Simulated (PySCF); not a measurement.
Electron correlation in Rh (rhodium, neutral)

[Kr] 4d7 5s2, high-spin 4F determinant (an excited configuration). All numbers are calculated (PySCF 2.14, the spin-free X2C one-electron Hamiltonian (Gaussian nucleus), in x2c-TZVPPall). Frozen: [Ar] 3d10; 17 electrons correlated.

```
  level  correlation energy (mhartree)
   CCSD                        -526.35
    (T)                         -16.84
CCSD(T)                        -543.19
```

Diagnostics: T1 = 0.018, D1 = 0.0804, largest double amplitude 0.071.

Is a single reference adequate?

Mostly. T1 lies below 0.03, but a double amplitude of this size points to a near-degeneracy that CCSD handles and MP2 describes poorly.

This basis was not built for core-valence correlation, so the inner-shell part is incomplete.
